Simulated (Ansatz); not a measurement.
Species: BNH$_{5}$, charge 0, doublet. BNH5 (SMILES [BH2-][NH3+], doublet).
B3LYP-D3(BJ)/def2-TZVP minimum from Ansatz (an electronic-structure program):
```
N
H 1 1.0160
H 1 1.0160 2 107.50
H 1 1.0259 2 107.16 3 114.90
B 1 1.6174 2 110.12 3 -119.97
H 5 1.1945 1 110.53 2 -50.11
H 5 1.1945 6 124.23 1 135.06
```
Charge 0, spin multiplicity 2.

Total energies in hartree (Ansatz). Open shells are spin-unrestricted; no spin-orbit coupling. Correlated methods leave the cores frozen. No relativity. For partners of very few electrons the exact lower level stands in for a higher one.

| species | HF/cc-pVTZ | CCSD(T)/cc-pVTZ | HF/cc-pVQZ | CCSD(T)/cc-pVQZ | CCSDT(Q)/cc-pVTZ |
|---|---|---|---|---|---|
| 1: BNH5 (SMILES [BH2-][NH3+], doublet) | -82.01688 | -82.39352 | -82.02290 | -82.41864 | -82.39453 |
| 2: B (doublet) | -24.53207 | -24.59810 | -24.53297 | -24.60084 | -24.59852 |
| 3: N (quartet) | -54.40069 | -54.51471 | -54.40372 | -54.52482 | -54.51507 |
| 4: H (doublet) | -0.49981 | -0.49981 | -0.49995 | -0.49995 | -0.49981 |

**Question.** Work out the atomisation energy (electronic, to ground-state atoms) in kcal/mol: take Hartree-Fock from cc-pVQZ, extrapolate the CCSD(T) correlation energy as X^-3 (X = 3, 4), and add CCSDT(Q) - CCSD(T) in cc-pVTZ. 1 hartree = 627.51 kcal/mol.

**Answer.** 
Species 1: correlation (64·(-0.39574) - 27·(-0.37664))/37 = -0.40968; step -0.00101; E1 = -82.02290 + (-0.40968) + (-0.00101) = -82.43359
Species 2: correlation (64·(-0.06787) - 27·(-0.06603))/37 = -0.06921; step -0.00042; E2 = -24.53297 + (-0.06921) + (-0.00042) = -24.60260
Species 3: correlation (64·(-0.12110) - 27·(-0.11402))/37 = -0.12627; step -0.00036; E3 = -54.40372 + (-0.12627) + (-0.00036) = -54.53035
Species 4: correlation (64·(0.00000) - 27·(0.00000))/37 = 0.00000; step +0.00000; E4 = -0.49995 + (0.00000) + (+0.00000) = -0.49995
-1·E1 +1·E2 +1·E3 +5·E4 = 0.80089 hartree = 502.6 kcal/mol.
